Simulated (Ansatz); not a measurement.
Total energies of Si21OH32 from Ansatz at r2SCAN-D4/def2-SVP, gas phase (1 Eh = 27.2114 eV = 2625.5 kJ/mol). The reference geometry is relaxed at PBE-D4/def2-SVP.

Cartesian coordinates in Å:
```
Si -1.840 -2.037 -2.836
Si 3.369 -2.594 -0.737
Si 3.358 1.053 -0.054
Si -2.047 1.785 -3.163
Si 0.700 3.287 -1.458
O 0.955 -0.139 -2.146
Si -0.837 -2.620 1.144
Si 1.012 -1.404 1.979
Si -1.485 0.656 0.165
Si 0.885 2.739 2.216
Si -1.571 0.064 4.274
Si 1.577 -1.821 -2.033
Si -0.591 -0.074 -3.198
Si -2.405 -2.499 -0.606
Si 1.969 1.352 -1.918
Si 2.953 -2.675 1.592
Si 2.028 0.714 1.854
Si -0.698 3.700 -3.288
Si -3.260 1.482 -1.160
Si -0.627 2.842 0.439
Si 0.300 -1.395 4.225
Si -2.675 0.597 2.234
H -3.113 -1.726 -3.590
H -1.197 -3.221 -3.512
H 3.150 -3.983 -1.318
H 4.709 -2.121 -1.226
H 4.027 2.404 0.047
H 4.445 0.027 -0.250
H -2.748 1.526 -4.484
H 1.806 4.307 -1.297
H -0.292 -4.040 1.163
H -1.777 -2.559 2.337
H 1.947 3.814 2.233
H 0.218 2.706 3.566
H -1.097 1.333 4.939
H -2.591 -0.552 5.206
H 1.796 -2.176 -3.478
H 0.387 -2.570 -1.508
H 0.122 -0.161 -4.531
H -2.964 -3.915 -0.633
H -3.545 -1.604 -0.205
H 2.710 1.405 -3.231
H 4.153 -2.076 2.282
H 2.862 -4.138 1.947
H 3.056 0.536 2.955
H 0.052 3.771 -4.594
H -1.495 4.964 -3.098
H -3.963 2.777 -0.814
H -4.330 0.470 -1.505
H -1.557 4.029 0.597
H -0.085 -2.791 4.646
H 1.392 -0.905 5.146
H -3.767 -0.446 2.126
H -3.381 1.899 2.557
```

```json
{"state": "charge 0 singlet", "geometry": "reference", "energy (Eh)": "-6171.49269"}
{"state": "charge 1 doublet", "geometry": "reference", "energy (Eh)": "-6171.25150"}
{"state": "charge -1 doublet", "geometry": "reference", "energy (Eh)": "-6171.55639"}
{"state": "charge 0 triplet", "geometry": "relaxed at PBE-D4/def2-SVP", "energy (Eh)": "-6171.47911"}
{"state": "free Si atom (triplet)", "geometry": "–", "energy (Eh)": "-289.24480"}
{"state": "free O atom (triplet)", "geometry": "–", "energy (Eh)": "-74.96359"}
{"state": "free H atom (doublet)", "geometry": "–", "energy (Eh)": "-0.49921"}
```

Single mean-field runs in def2-SVP are fitted with def2-universal-jkfit.

(1) Work out the vertical ionisation energy to the doublet.

(2) Work out the vertical electron affinity, to the doublet.

(3) Give the fundamental gap IE − EA, the Mulliken electronegativity (IE + EA)/2 and the hardness (IE − EA)/2.

(4) Which of the charge 0 states is lowest, and how far above it are the others?

(5) What is the binding energy per atom against free atoms?

(1) E(charge 1 doublet) − E(charge 0 singlet) = -6171.25150 − (-6171.49269) = 0.24119 Eh = 6.56 eV. For comparison, −ε of the highest occupied level is 4.97 eV at this level, 1.59 eV less.

(2) E(charge 0 singlet) − E(charge -1 doublet) = -6171.49269 − (-6171.55639) = 0.06370 Eh = 1.73 eV. The basis lacks diffuse functions, which makes affinities too small.

(3) From the values in Eh: IE − EA = 0.24119 − 0.06370 = 0.17749 Eh = 4.83 eV; (IE + EA)/2 = 4.15 eV; (IE − EA)/2 = 2.41 eV. The HOMO–LUMO gap of the same run is 1.79 eV, 3.04 eV smaller than the fundamental gap.

(4) The singlet. triplet: -6171.47911 − (-6171.49269) = 0.01358 Eh = 35.7 kJ/mol. The triplet differs in its bonds from the reference.

(5) Atoms: 21 × (-289.24480) + 1 × (-74.96359) + 32 × (-0.49921) = -6165.07911 Eh. Binding: -6165.07911 − (-6171.49269) = 6.41358 Eh = 174.52 eV, or 3.23 eV for each of 54 atoms (no zero-point energy, no counterpoise term).
